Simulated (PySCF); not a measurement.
Polarisability and C₆ of Fe (iron, neutral)

[Ar] 3d6 4s1 4p1, one real determinant (an excited configuration). Calculation: PySCF 2.14, in aug-cc-pVDZ-DK (7s6p4d2f, 59 functions); scalar relativity by spin-free X2C-1e. Coupled (time-dependent) response in atomic units; α is the mean over directions. A double-zeta set is small for polarisabilities.

```tsv
method	mean α (bohr³)	α xx, yy, zz	C₆ (like pair)	S(−4)
UHF	79.38	70.78, 70.78, 96.58	755.4	3841
PBE	89.29	70.14, 70.14, 127.6	848.1	6269
PBE0	84.10	68.77, 68.77, 114.8	794.6	5061
```

S(−4) is the Cauchy moment in α(ω) = α(0) + S(−4) ω² + …

α(iu) at PBE0:

```
u (hartree)  α(iu) (bohr³)
          0          84.10
     0.0500          73.59
      0.100          55.40
      0.200          30.57
      0.300          18.85
      0.500          9.554
      0.750          5.534
       1.00          3.784
       1.50          2.218
       2.00          1.508
       3.00         0.8584
       5.00         0.3974
```

A single London oscillator, α(iu) = α/(1 + u²/ω²), gives C₆ = (3/4) ω α². Matching the computed C₆ needs ω = 4 × 794.6 / (3 × 84.10²) = 0.150 hartree.

The components differ because the open shell of this determinant is not spherical; for a pure term their mean is the scalar polarisability.

⟨L²⟩ = 8.06 against 12 for a pure F term, so this real determinant mixes terms.
